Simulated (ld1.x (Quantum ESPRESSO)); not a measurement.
**Ranking RRKJ potentials for cobalt**

All share these settings but for the change named:

cobalt, norm-conserving RRKJ (Kleinman–Bylander form), made with ld1.x (Quantum ESPRESSO) 7.5 (PBEsol, scalar-relativistic). Core [Ar], reference 3d7 4s2 4p0. Waves: 4p (bound, empty): rc 3.40 bohr; 3d (bound): rc 0.80 bohr; 4s (bound): rc 1.95 bohr. Local part: the s channel. Core correction: none.

Cutoff: the first of the cutoffs (Ry, on a coarse ladder) from which the occupation-weighted sum of valence levels, in a spherical-Bessel basis at the reference potential, stays within 10 and 1 mRy of its value at 400 Ry; the density cutoff is not measured.

The base gives 230 Ry.

Of 11 variants that were run, those that failed, showed a ghost or another fault, or gave nearly equal values are left out.

A variant can come out equal or close to the base.

Problem. Rank these variants from softest to hardest (loose cutoff).
A. type ultrasoft; waves now 4s (bound): rcut 1.70, rcutus 1.95 bohr; 4s channel at 0.3 Ry: rcut 1.70, rcutus 1.95 bohr; 4p (bound): rcut 2.95, rcutus 3.40 bohr; 4p channel at 0.35 Ry: rcut 2.95, rcutus 3.40 bohr; 3d (bound): rcut 0.70, rcutus 0.80 bohr; 3d channel at 1.35 Ry: rcut 0.70, rcutus 0.80 bohr; local potential all-electron potential smoothed inside 2.25 bohr (lloc = -1); augmentation built from norm-conserving waves at rcut, not smoothed further
B. functional PBE
C. all radii scaled by about 1.39 (s 2.72, p 4.72, d 1.12 bohr)

Solution. C (140 Ry), A (180 Ry), B (230 Ry).
